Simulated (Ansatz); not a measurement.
Single points on SnBr2⁻.

```yaml
crystal:
  periodic: [false, false, false]
  atoms:
    - {symbol: Sn, position_ang: [1.079869, 0.412681, -0.132645]}
    - {symbol: Br, position_ang: [-0.126186, -0.659587, 2.023689]}
    - {symbol: Br, position_ang: [-0.953693, 0.246916, -1.891044]}
basis:
  gaussian: {orbitals: def2-SVPD, initial_orbitals: start.molden}
total_charge: -1
magnetization: {spin_polarized: true, initial_magnetization: 1}
hamiltonian: {xc: pbe0, dispersion: d4}
scf: {omitted_lower_state_checks: [starts]}
output: {orbitals: {seedname: orbitals}}
```

The file start.molden holds the orbitals of an earlier run on this structure, at another level or in another basis.

```sh
$ ansatz run in.yaml --threads 4 --pin off --events-out ev --progress --plain --max-ram 3916MiB
```

It prints (some lines left out):

```
Functional definition: PBE0
1212 factors; integrals over basis functions are off by at most 2.6e-4 eV
mean field evaluation 1: about -145896.1665 eV, gradient 1.4e1 eV
mean field evaluation 2: about -145896.2357 eV, gradient 1.4e-1 eV
mean field evaluation 4: about -145896.2649 eV, gradient 7.3e-4 eV
mean field evaluation 8: about -145896.2649 eV, gradient 1.1e-5 eV
mean field -145896.26491683 eV, -5361.5888436531 hartree, gradient 1.1e-5 eV, S^2 0.754144; 0 other end points of the search recorded, 0 dependent functions left out
reference -145896.26494503 eV, -5361.5888446896 hartree; 47, 46 occupied and 67, 68 virtual orbitals, 1212 factors
Total energy: -145896.36893521 eV, -5361.5926662583 hartree
Checks for a lower state left out: starts
```

Hardware: 4 threads of Arm Neoverse V2 on a shared host. Wall time 3.3 s.

First input, but with `gaussian: {orbitals: def2-TZVPD, initial_orbitals: start.molden}`, `hamiltonian: {xc: {name: wB97M-V}}` (abridged; 18 s):

```
Functional definition: wB97M-V
mean field -145920.16352564 eV, -5362.4671013282 hartree, gradient 2.0e-5 eV, S^2 0.753757
Total energy: -145920.16358238 eV, -5362.4671034133 hartree
Checks for a lower state left out: starts
```

First input, but with `gaussian: {orbitals: def2-TZVPD, initial_orbitals: start.molden}`, `hamiltonian: {xc: pbe}`, `correlation: {method: rpa}` and without the key `output` (abridged; 6.5 s):

```
Functional definition: PBE
mean field -145908.18503000 eV, -5362.0268997326 hartree, gradient 4.1e-6 eV, S^2 0.752688
22 core orbitals not correlated: weight in the atoms' cores, before any rotation towards them, 1.000 or more for the frozen orbitals, at most 0.000 for the correlated occupied ones
Total energy: -145840.72388845 eV, -5359.5477485074 hartree
Checks for a lower state left out: starts
```

The first input with `hamiltonian: {xc: pbe, dispersion: d4}` (abridged; 2 s):

```
Functional definition: PBE
mean field -145891.21647044 eV, -5361.4033166705 hartree, gradient 1.1e-5 eV, S^2 0.752607
Total energy: -145891.33656185 eV, -5361.4077299484 hartree
Checks for a lower state left out: starts
```

The first input with `gaussian: {orbitals: def2-TZVPD, initial_orbitals: start.molden}`, `hamiltonian: {xc: {name: wB97X-V}}` (abridged; 14 s):

```
Functional definition: wB97X-V
mean field -145915.68416200 eV, -5362.3024877506 hartree, gradient 2.5e-5 eV, S^2 0.754405
Total energy: -145915.68415983 eV, -5362.3024876708 hartree
Checks for a lower state left out: starts
```

First input, but with `correlation: {method: ccsd_t}`, `scf: {omitted_lower_state_checks: [starts, cluster_reference]}` and without the key `hamiltonian` (abridged; 19 s):

```
Functional definition: HF
mean field -145791.52412327 eV, -5357.7396904857 hartree, gradient 1.7e-6 eV, S^2 0.768356
22 core orbitals not correlated: weight in the atoms' cores, before any rotation towards them, 1.000 or more for the frozen orbitals, at most 0.000 for the correlated occupied ones
second order -15.36256027 eV of doubles, -0.00000000 eV of singles
cycle   1  -15.30402507 eV  change    5.9e-2 eV  update   8.5e-2
cycle   2  -15.63882806 eV  change   -3.3e-1 eV  update   2.7e-2
cycle   3  -15.68361881 eV  change   -4.5e-2 eV  update   1.5e-2
cycle   4  -15.66857998 eV  change    1.5e-2 eV  update   4.5e-3
cycle   5  -15.67082228 eV  change   -2.2e-3 eV  update   2.0e-3
cycle   6  -15.67126193 eV  change   -4.4e-4 eV  update   7.9e-4
cycle   7  -15.67102155 eV  change    2.4e-4 eV  update   3.3e-4
cycle   8  -15.67116265 eV  change   -1.4e-4 eV  update   1.4e-4
cycle   9  -15.67120410 eV  change   -4.1e-5 eV  update   5.0e-5
perturbative correction -0.43301827 eV, -0.0159131278 hartree
Total energy: -145807.62834563 eV, -5358.3315097419 hartree
Checks for a lower state left out: starts, cluster_reference
```

The first input with `gaussian: {orbitals: def2-TZVPD, initial_orbitals: start.molden}`, `hamiltonian: {xc: {name: BLYP}, dispersion: d4}` (abridged; 4.2 s):

```
Functional definition: BLYP
mean field -145929.32433224 eV, -5362.8037547612 hartree, gradient 2.1e-5 eV, S^2 0.751659
Total energy: -145929.56853662 eV, -5362.8127291065 hartree
Checks for a lower state left out: starts
```

Geometry: PBE-D4/def2-TZVPD.

In the def2 sets Sn takes a core potential; there is no spin–orbit coupling. Correlated methods freeze 22 core orbitals; core or outer-core shells of Sn, Br are correlated, in sets that lack core-valence functions. At PBE-D4/def2-SVPD, BLYP-D4/def2-TZVPD the highest occupied level of the charge -1 doublet lies above zero (up to 0.85 eV). By energy differences its removal costs 2.01 eV (vertical, to the charge 0 singlet, at PBE0-D4/def2-TZVPD). The structure comes from a short search, and lower isomers may exist.
